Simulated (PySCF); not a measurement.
## Computed properties of HgBr₂, SMILES [Hg]([Br])[Br]

HgBr2, SMILES [Br][Hg][Br]. The structure is a stationary point at PBE0-D3(BJ)/def2-SVP. The isomer is the one that the SMILES or the coordinates give; other isomers of the formula were not compared. The def2 effective core potentials stand for the cores of Hg; spin–orbit coupling is left out. The values are those of a single conformer. All values are computed for the isolated molecule unless a solvent is named; none is compared with measurement here.

**Structure.** The optimised structure has D∞h symmetry. All 4 harmonic modes at PBE0-D3(BJ)/def2-SVP (PySCF) are real, so it is a minimum. With heavy atoms numbered as in [Hg:1]([Br:2])[Br:3], the shortest bond between them is Hg1–Br2 at 2.413 Å and the longest Hg1–Br3 at 2.413 Å.

**Vibrations.** The strongest infrared lines (harmonic, unscaled, degenerate partners summed) lie at 286 cm⁻¹ (28 km/mol, Br 56 %, Hg 44 %), 68 cm⁻¹ (4 km/mol, Br 56 %, Hg 44 %). The softest mode is at 68 cm⁻¹ and the zero-point energy is 0.9 kcal/mol.

**Electronic structure.** PBE0/def2-TZVPD (PySCF) places the frontier levels at -8.42 and -2.64 eV, a gap of 5.78 eV, and gives a dipole moment of 0.00 D and a mean polarisability of 80.1 bohr³. PBE/def2-TZVPD (PySCF) at the same geometry gives -7.18 and -3.50 eV, so its gap is 2.10 eV narrower. An orbital gap is neither the optical nor the fundamental gap.

**Excitations.** TDA-CAM-B3LYP/def2-SVPD (PySCF) has S1 at 4.58 eV (271 nm, f = 0.000, dark); the most intense of the 10 singlets computed lies at 6.38 eV (f = 0.20). Strengths of degenerate partners are summed. T1 (TDA) is at 4.14 eV, 0.44 eV under S1. TDA-PBE/def2-SVPD (PySCF) puts S1 at 3.83 eV. No vertical singlet excitation falls in the visible range (under 3.1 eV).
